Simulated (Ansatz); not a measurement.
A search over several starts for the lowest SCF solution of the cluster Sr₂S₂ at the given spin, in a small basis.

```yaml
crystal:
  periodic: [false, false, false]
  atoms:
    - {symbol: Sr, position_ang: [0.962169, 1.886613, 0.297556]}
    - {symbol: Sr, position_ang: [-0.961378, -1.888428, -0.288524]}
    - {symbol: S, position_ang: [-1.429270, 0.687405, 0.263334]}
    - {symbol: S, position_ang: [1.428479, -0.685590, -0.272356]}
basis:
  gaussian: {orbitals: def2-SVP}
hamiltonian: {xc: pbe0, dispersion: d4}
output: {orbitals: {seedname: orbitals}}
```

```sh
$ ansatz run in.yaml --threads 4 --pin off --events-out ev --progress --plain --max-ram 3916MiB
```

Shortened log:

```
Functional definition: PBE0
770 factors; integrals over basis functions are off by at most 2.1e-4 eV
mean field evaluation 1: about -23323.1270 eV, gradient 4.6e1 eV
mean field evaluation 2: about -23250.7659 eV, gradient 1.2e2 eV
mean field evaluation 4: about -23330.9391 eV, gradient 1.8e0 eV
mean field evaluation 8: about -23331.2445 eV, gradient 5.6e-1 eV
mean field evaluation 16: about -23331.2456 eV, gradient 1.4e-4 eV
mean field -23331.24564008 eV, -857.4074627865 hartree, gradient 1.9e-5 eV, S^2 0.000000; 0 other end points of the search recorded, 0 dependent functions left out
reference -23331.24567348 eV, -857.4074640141 hartree; 26, 26 occupied and 56, 56 virtual orbitals, 770 factors
Total energy: -23331.38132115 eV, -857.4124489739 hartree
```

Hardware: 4 threads of Arm Neoverse V2 on a shared host. Wall time 1.4 s.

In the def2 sets Sr takes a core potential; there is no spin–orbit coupling. The structure comes from a short search, and lower isomers may exist.
